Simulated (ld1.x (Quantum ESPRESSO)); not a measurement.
The numbers below are computed, except where a source is named.
**Potentials for boron compared**

Generated with ld1.x 7.5 (TM, RRKJ, ultrasoft, PAW), atompaw 4.2 or ONCVPSP 4.0.1. The cutoff is in Ry: for ld1.x and atompaw files where the sum of valence levels is converged to 10 mRy in a Bessel basis, for ONCV files where the hardest occupied wave has 1 mHa per electron of residual kinetic energy. The error is the largest all-electron minus pseudo excitation energy over each file’s own four to seven test configurations (ionisations up to +4, promotions, holes and added fractions of an electron), all of which were solved. The labels leave out finer settings (local radius, basis sizes, second energies), which also bear on the numbers. Spin-polarised tests are not counted. The rows are a selection from randomly drawn settings: files with unsolved tests, undetermined cutoffs or missed reference levels are left out.

```tsv
potential	cutoff (Ry)	largest error (meV)	bound ghosts
TM, PW91, scalar-relativistic, rc 1.10/2.30/2.35 (spd), local d, core correction yes, reference 2s2 2p0.5	21	+74	none
RRKJ, PBE, non-relativistic, rc 1.40/3.05 (sp), local p, core correction no, reference 2s1.75 2p1.25	30	+325	none
ultrasoft, LDA (PZ), scalar-relativistic, rc 1.80/2.30 (sp), local smoothed, core correction no, reference 2s2 2p0.5	10	+90	none
TM, LDA (PZ), non-relativistic, rc 1.30/3.60 (sp), local smoothed, core correction yes, reference 2s2 2p0	21	+367	none
TM, PBEsol, scalar-relativistic, rc 1.50/2.15/2.25 (spd), local s, core correction yes, reference 2s1 2p0	18	+230	none
```

Q: Fill in the row for B: TM, BLYP, scalar-relativistic, rc 1.50/1.85 (sp), local p, core correction yes, reference 2s2 2p0.

A: cutoff 21 Ry, largest error +69 meV, bound ghosts: none.
